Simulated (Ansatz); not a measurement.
**What each rung costs, and what it gives**

Saddle point of SiH2Cl2O, singlet (SiHClO ([OH][Si][Cl]) + HCl → SiH₂Cl₂O ([OH2][Si]([Cl])[Cl]); bonds formed: Si1–Cl4, O2–H3; bonds broken: H3–Cl4; bonds weakened to dative contacts: Si1–O2), PBE0-D4/def2-TZVP structure:

```
6
angstrom
Si 1.1280 0.3707 0.0465
O -0.0666 -0.9110 -0.3225
H -0.9585 0.0914 -0.3767
Cl -1.1474 1.5324 -0.2724
Cl 0.9805 0.2247 2.1167
H 0.0640 -1.3082 -1.1916
```

Barriers are electronic and count from the start structure reached by relaxing down the imaginary mode.

Computed with Ansatz 0.2.0 (basis: as named in each row); correlated methods freeze the cores. B3LYP uses VWN-RPA correlation. Extrapolation: Hartree–Fock as exp(−7.88 √X), correlation as X^−2.97.

Times are rough, for one single point on 2 threads of a shared host (Arm Neoverse V2).

The estimate by CCSD(T) at an estimated basis limit (MP2 extrapolated from triple and quadruple zeta, plus CCSD(T) − MP2 in triple zeta) is 0.607 eV.

| method | basis | time (s) | barrier (eV) | method less estimate |
| --- | --- | --- | --- | --- |
| HF | STO-3G | under 1 | 0.009 | -0.598 |
| PBE-D4 | STO-3G | under 1 | -0.767 | -1.373 |
| SPW92 | def2-SVP | under 1 | -0.133 | -0.739 |
| PBE-D4 | def2-SVP | under 1 | 0.145 | -0.462 |
| B3LYP-D4 | 6-31G | under 1 | 0.397 | -0.210 |
| PBE0-D4 | def2-SVP | 1 | 0.272 | -0.335 |
| SPW92 | def2-TZVPP | 1 | 0.047 | -0.559 |
| CCSD(T) | def2-SVP | 2 | 0.654 | 0.047 |
| PBE-D4 | def2-TZVPP | 2 | 0.296 | -0.310 |
| BLYP-D4 | def2-TZVPP | 2 | 0.468 | -0.139 |
| B3LYP-D4 | def2-TZVPP | 3 | 0.545 | -0.062 |
| BHLYP-D4 | def2-TZVPP | 3 | 0.676 | 0.069 |
| PBE0-D4 | def2-TZVPP | 3 | 0.409 | -0.198 |
| CAM-B3LYP-D4 | def2-TZVPP | 3 | 0.602 | -0.005 |
| RPA on PBE | def2-TZVPP | 4 | 0.678 | 0.072 |
| r2SCAN-D4 | def2-TZVPP | 5 | 0.390 | -0.217 |
| B2PLYP | def2-TZVPP | 5 | 0.618 | 0.011 |
| wB97M-V | def2-SVP | 5 | 0.366 | -0.241 |
| r2SCAN0-D4 | def2-TZVPP | 6 | 0.465 | -0.142 |
| PBE-QIDH | def2-TZVPP | 6 | 0.517 | -0.090 |
| wB97X-V | def2-TZVPP | 8 | 0.573 | -0.033 |
| B97M-V | def2-TZVPP | 9 | 0.589 | -0.018 |
| wB97M-V | def2-TZVPP | 9 | 0.536 | -0.071 |
| MP2 | def2-QZVPP | 13 | 0.533 | -0.074 |
| CCSD(T) | def2-TZVPP | 48 | 0.660 | 0.053 |

All methods are single points on the PBE0-D4 structures; a negative value means that the method puts the saddle structure below the start.

T1 diagnostic: at most 0.013.

Labels in which every atom is bracketed show which atoms are joined, not bond orders.
